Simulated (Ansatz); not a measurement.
The molecule MgP, multiplicity 4 (lowest of 2S+1 = 2, 4 at CCSD(T)/def2-TZVPP on PBE0 minima; our sources give no spin for the ground state, which may be another).

D_e counts from the fitted minimum to each atom's lowest state at the same level, without counterpoise.

Correlated levels freeze the inner cores; with def2 sets outer-core shells near the valence are correlated too.

Programs: Ansatz (Gaussian basis) for Hartree–Fock, density functionals and correlated methods. Each number belongs to the level named beside it.

PBE/def2-TZVPP gives 20.87 kcal/mol for the bond energy D_e.

Problem. Predict the shift from PBE, with its sign, for: r2SCAN/def2-TZVPP, B3LYP/def2-TZVPP, wB97M-V/def2-TZVPP, B2PLYP/def2-TZVPP, CCSD(T)/def2-QZVPP.

Solution. r2SCAN/def2-TZVPP 1.85; B3LYP/def2-TZVPP -4.16; wB97M-V/def2-TZVPP -7.19; B2PLYP/def2-TZVPP -6.15; CCSD(T)/def2-QZVPP -7.72 kcal/mol. 1 of 5 lie above PBE; the widest gap is to CCSD(T)/def2-QZVPP.

Ansatz is an electronic-structure program.
